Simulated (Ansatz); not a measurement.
Two structures of AlSiH₅OF₂, singlet, reached by relaxing down either side of one saddle point (PBE0-D4/def2-TZVP). Energies are electronic, without zero-point energy. Computed with Ansatz 0.2.0 (basis: def2-TZVPP and def2-QZVPP); correlated methods freeze the cores. Extrapolation: Hartree–Fock as exp(−7.88 √X), correlation as X^−2.97. First:

```tsv
atom	x (Å)	y (Å)	z (Å)
Al1	-1.6673	-0.1241	0.0503
H2	-2.3875	-1.0225	1.1194
F3	-2.1528	-0.2730	-1.5324
F4	-1.1356	1.3905	0.5316
H5	0.3158	-1.4000	-0.8207
O6	0.1600	-0.7226	-0.1555
Si7	1.4526	0.3659	0.1490
H8	2.6533	-0.4467	-0.1666
H9	1.3945	0.7054	1.5792
H10	1.3671	1.5269	-0.7543
```

Second:

Al1  (-1.419, 0.271, -0.148)
H2  (-1.798, -1.845, 0.158)
F3  (-2.184, -0.105, -1.549)
F4  (-2.323, 0.841, 1.094)
H5  (-1.461, -1.685, 0.817)
O6  (0.241, 0.347, -0.080)
Si7  (1.859, 0.508, -0.075)
H8  (2.487, -0.710, -0.649)
H9  (2.345, 0.690, 1.318)
H10  (2.254, 1.689, -0.886)
(Å)

**Question.** Which bonds change from the first to the second?

**Answer.** AlHF₂ ([F][AlH][F]) + SiH₄O ([OH][SiH3]) → AlSiH₃OF₂ ([F][Al]([F])[O][SiH3]) + H₂; bonds formed: H2–H5; dative contacts that become bonds: Al1–O6; bonds broken: Al1–H2, H5–O6.

**Question.** Give the saddle point's structure and its height above each. (An estimate is asked for; the value comes from the calculation.)

**Answer.** The calculation gives: 19.64 kcal/mol above the first and 28.27 kcal/mol above the second (CCSD(T) at an estimated basis limit (MP2 extrapolated from triple and quadruple zeta, plus CCSD(T) − MP2 in triple zeta)).
```xyz
10
angstrom
Al -1.6935 0.0498 -0.1444
H -1.4945 -1.5259 0.5221
F -2.2556 0.0329 -1.6866
F -2.3224 1.1270 0.9235
H -0.4701 -1.1293 0.3918
O 0.0986 -0.1588 -0.0046
Si 1.7013 0.3045 0.0005
H 2.4874 -0.7352 -0.7027
H 2.1605 0.4311 1.4032
H 1.7884 1.6038 -0.7028
```

T1 diagnostic: at most 0.013.

The step is the kind of ligand exchange by which a precursor binds to a hydroxyl group, or is hydrolysed, in atomic layer deposition of oxides.

Labels in which every atom is bracketed show which atoms are joined, not bond orders.

For scale, one of the runs: CCSD(T)/def2-TZVPP, 247 basis functions, launched by `ansatz run in.yaml --threads 4 --pin off --events-out ev --progress --plain --max-ram 9574MiB`. Hardware: 4 CPU threads of an Arm Neoverse V1, shared host. Wall time 2.7 min; peak host memory 5 GiB.
